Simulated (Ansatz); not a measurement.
One geometry of Zn6S5Cl2, a halide-capped cluster cut from wurtzite ZnS (2 Cl on the cations), several levels of theory.

```yaml
crystal:
  periodic: [false, false, false]
  atoms:
    - {symbol: Zn, position_ang: [0.703597, -2.081297, -1.153656]}
    - {symbol: S, position_ang: [-0.840900, -0.513856, -0.250657]}
    - {symbol: S, position_ang: [0.339303, -1.693941, 3.285891]}
    - {symbol: Zn, position_ang: [-0.812045, -0.033199, 2.330423]}
    - {symbol: Zn, position_ang: [-1.179118, 1.285602, -1.771569]}
    - {symbol: S, position_ang: [-1.735755, 1.982702, 2.613148]}
    - {symbol: S, position_ang: [2.758065, -1.101248, -0.315669]}
    - {symbol: Zn, position_ang: [1.639862, -1.497470, 1.592769]}
    - {symbol: Zn, position_ang: [1.269685, 0.635971, -0.423980]}
    - {symbol: S, position_ang: [0.599389, 2.746017, -1.012217]}
    - {symbol: Zn, position_ang: [-0.619606, 2.517887, 0.862246]}
    - {symbol: Cl, position_ang: [0.436799, -3.798526, -2.385728]}
    - {symbol: Cl, position_ang: [-2.559276, 1.551357, -3.371012]}
basis:
  gaussian: {orbitals: def2-TZVP, fitting: {mean_field: def2-universal-jkfit}, initial_orbitals: start.molden}
hamiltonian: {xc: pbe, dispersion: d4}
scf: {omitted_lower_state_checks: [starts]}
output: {forces: true, orbitals: {seedname: orbitals}}
```

The file start.molden holds the orbitals of an earlier run on this structure, at another level or in another basis.

```sh
$ ansatz run in.yaml --threads 2 --pin off --events-out ev --progress --plain --max-ram 32768MiB --backend cuda --devices 0, --max-vram 18GiB
```

It prints (some lines left out):

```
Functional definition: PBE
2480 factors; integrals over basis functions are off by at most 3.1e-1 eV
mean field evaluation 1: about -369681.0527 eV, gradient 2.7e1 eV
mean field evaluation 2: about -369681.7365 eV, gradient 8.6e-1 eV
mean field evaluation 4: about -369681.7467 eV, gradient 1.2e-1 eV
mean field -369681.74674135 eV, -13585.5536134569 hartree, gradient 2.4e-5 eV, S^2 0.000000; 0 other end points of the search recorded, 0 dependent functions left out
reference -369681.74680872 eV, -13585.5536159325 hartree; 147, 147 occupied and 400, 400 virtual orbitals, 2480 factors
Total energy: -369682.88385769 eV, -13585.5954017115 hartree
Atom 0 at     0.703597    -2.081297    -1.153656 Å, force     0.005441     0.017454    -0.018313 eV/Å
Atom 1 at    -0.840900    -0.513856    -0.250657 Å, force    -0.018338    -0.049746    -0.176475 eV/Å
Atom 2 at     0.339303    -1.693941     3.285891 Å, force     0.025521     0.077254    -0.125312 eV/Å
Atom 3 at    -0.812045    -0.033199     2.330423 Å, force    -0.049056     0.001334     0.141001 eV/Å
Atom 4 at    -1.179118     1.285602    -1.771569 Å, force     0.025455    -0.011049     0.000164 eV/Å
Atom 5 at    -1.735755     1.982702     2.613148 Å, force     0.098809    -0.045785    -0.100164 eV/Å
Atom 6 at     2.758065    -1.101248    -0.315669 Å, force    -0.296501    -0.004168     0.134575 eV/Å
Atom 7 at     1.639862    -1.497470     1.592769 Å, force     0.151833    -0.051673     0.023797 eV/Å
Atom 8 at     1.269685     0.635971    -0.423980 Å, force     0.178677     0.092267    -0.059510 eV/Å
Atom 9 at     0.599389     2.746017    -1.012217 Å, force    -0.178583    -0.204837     0.169048 eV/Å
Atom 10 at    -0.619606     2.517887     0.862246 Å, force     0.032978     0.153228    -0.013275 eV/Å
Atom 11 at     0.436799    -3.798526    -2.385728 Å, force     0.011559     0.018849     0.015816 eV/Å
Atom 12 at    -2.559276     1.551357    -3.371012 Å, force     0.012204     0.006871     0.008647 eV/Å
Dipole moment:     0.817695     0.545847     0.457038 e Å
Checks for a lower state left out: starts
```

Hardware: 2 threads of AMD EPYC 7R13 on a shared host and a share (18 GiB) of an NVIDIA H100 80GB HBM3. Wall time 11 s, peak host memory 1 GiB.

The first input with `hamiltonian: {xc: {name: B97M-V}}`, `output: {orbitals: {seedname: orbitals}}` (abridged; 16 s):

```
Functional definition: B97M-V
mean field -369680.37270788 eV, -13585.5031186583 hartree, gradient 8.7e-5 eV, S^2 0.000000
Total energy: -369680.37280706 eV, -13585.5031223027 hartree
Checks for a lower state left out: starts
```

First input, but with `gaussian: {orbitals: def2-TZVP, initial_orbitals: start.molden}`, `hamiltonian: {xc: pbe}`, `correlation: {method: rpa, frozen_orbitals: {Cl: 5, S: 5, Zn: 9}}` and without the key `output` (abridged; 13 s):

```
Functional definition: PBE
mean field -369681.73797346 eV, -13585.5532912426 hartree, gradient 2.2e-6 eV, S^2 0.000000
89 core orbitals not correlated: weight in the atoms' cores, before any rotation towards them, 1.000 or more for the frozen orbitals, at most 0.000 for the correlated occupied ones
Total energy: -369499.77492223 eV, -13578.8662724490 hartree
Checks for a lower state left out: starts
```

As the first input, with `hamiltonian: {xc: r2scan, dispersion: d4}`, `output: {orbitals: {seedname: orbitals}}` (abridged; 9.5 s):

```
Functional definition: r2SCAN
mean field -369751.85390202 eV, -13588.1300040909 hartree, gradient 1.5e-5 eV, S^2 0.000000
Total energy: -369752.14908629 eV, -13588.1408519127 hartree
Checks for a lower state left out: starts
```

As the first input, with `gaussian: {orbitals: STO-3G}`, `hamiltonian: {xc: hf}`, `output: {orbitals: {seedname: orbitals}}` (abridged; 2.9 min, on the CPU threads alone):

```
Functional definition: HF
mean field evaluation 16: about -365114.3034 eV, gradient 4.1e1 eV
mean field evaluation 32: about -365145.6107 eV, gradient 3.3e-1 eV
mean field -365145.86455277 eV, -13418.8630175577 hartree, gradient 8.1e-6 eV, S^2 0.000000
Total energy: -365145.86455277 eV, -13418.8630175577 hartree
Checks for a lower state left out: starts
```

First input, but with `gaussian: {orbitals: def2-TZVP, initial_orbitals: start.molden}`, `correlation: {method: mp2, frozen_orbitals: {Cl: 5, S: 5, Zn: 9}}`, `output: {orbitals: {seedname: orbitals}}` and without the key `hamiltonian` (abridged; 7 s):

```
Functional definition: HF
mean field -369369.71735023 eV, -13574.0867448343 hartree, gradient 3.9e-6 eV, S^2 0.000000
89 core orbitals not correlated: weight in the atoms' cores, before any rotation towards them, 1.000 or more for the frozen orbitals, at most 0.000 for the correlated occupied ones
second order -101.85041001 eV of doubles, -0.00000000 eV of singles
Total energy: -369471.56776024 eV, -13577.8296783654 hartree
Checks for a lower state left out: starts
```

First input, but with `hamiltonian: {xc: pbe0, dispersion: d4}`, `output: {orbitals: {seedname: orbitals}}` (abridged; 8.5 s):

```
Functional definition: PBE0
mean field -369691.16347767 eV, -13585.8996721335 hartree, gradient 1.8e-5 eV, S^2 0.000000
Total energy: -369692.18191747 eV, -13585.9370991059 hartree
Checks for a lower state left out: starts
```

Geometry: PBE-D4/def2-SVP.

Correlated methods freeze 89 core orbitals. Single mean-field runs in def2-TZVP are fitted with def2-universal-jkfit.
